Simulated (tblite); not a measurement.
C3H10NSi2 (doublet state).
SMILES with atom numbers: `[NH:1][Si@H:2]1[CH2:3][CH2:4][CH2:5][SiH2:6]1` (hydrogens: H7 on N1; H8 on Si2; H9, H10 on C3; H11, H12 on C4; H13, H14 on C5; H15, H16 on Si6)

The geometry is computed with GFN2-xTB (gas phase). This method treats the open shell by occupation alone, without spin polarisation.

(1) List the bond lengths, angles and torsions at this level.

Results:

(1) 
```csv
bond,length (bohr),order
N1–Si2,3.092,single
Si2–C3,3.614,single
C3–C4,2.870,single
C4–C5,2.888,single
C5–Si6,3.596,single
Si2–Si6,4.561,single
N1–H7,1.903,single
Si2–H8,2.792,single
C3–H9,2.059,single
C3–H10,2.057,single
C4–H11,2.070,single
C4–H12,2.069,single
C5–H13,2.063,single
C5–H14,2.064,single
Si6–H15,2.755,single
Si6–H16,2.774,single
```

Orders are formal, as drawn. A selection of angles:
```csv
angle,degrees
Si2–N1–H7,123.6
N1–Si2–C3,111.3
N1–Si2–Si6,104.7
N1–Si2–H8,130.7
C3–Si2–Si6,90.5
C3–Si2–H8,107.8
Si6–Si2–H8,103.8
Si2–C3–C4,110.9
Si2–C3–H9,110.1
Si2–C3–H10,108.2
C4–C3–H9,110.5
C4–C3–H10,109.9
H9–C3–H10,107.2
C3–C4–C5,110.7
C3–C4–H11,110.2
C3–C4–H12,109.8
C5–C4–H11,109.6
C5–C4–H12,109.4
H11–C4–H12,107.0
C4–C5–Si6,109.8
C4–C5–H13,110.4
C4–C5–H14,109.1
Si6–C5–H13,111.5
Si6–C5–H14,109.1
H13–C5–H14,106.8
C5–Si6–H15,113.9
C5–Si6–H16,112.8
Si2–Si6–C5,92.3
Si2–Si6–H15,118.7
Si2–Si6–H16,110.3
H15–Si6–H16,108.3
```

Dihedral angles: N1–Si2–C3–C4 134° (anticlinal); Si2–C3–C4–C5 -55° (synclinal); C3–C4–C5–Si6 54° (synclinal); C4–C5–Si6–Si2 -27° (synperiplanar); N1–Si2–Si6–C5 -113° (anticlinal); H7–N1–Si2–C3 159° (antiperiplanar).

Si6 (silicon bonded to C, Si and 2 H) has angles from 92.3° to 118.7°. Si2 (silicon bonded to C, N, Si and H) has angles from 90.5° to 130.7°. The 5-membered ring Si2–C3–C4–C5–Si6 has internal angles of 90.5° to 110.9°; it is puckered, 0.21 Å rms from its mean plane, widest ring torsion 55°.

Point group: C1 (no symmetry element, even within 0.4 Å). Its GFN2-xTB frequencies are all real (lowest 68 cm⁻¹). Torsions: H–N1–Si2–C3 159°, N1–Si2–C3–C4 134°, Si2–C3–C4–C5 -55°, C3–C4–C5–Si6 54°, C4–C5–Si6–Si2 -27°.

The run took 0.64 s wall on Arm Neoverse V1, one thread (shared host). That covers the optimisation of the geometry.

One conformer stands for the species.
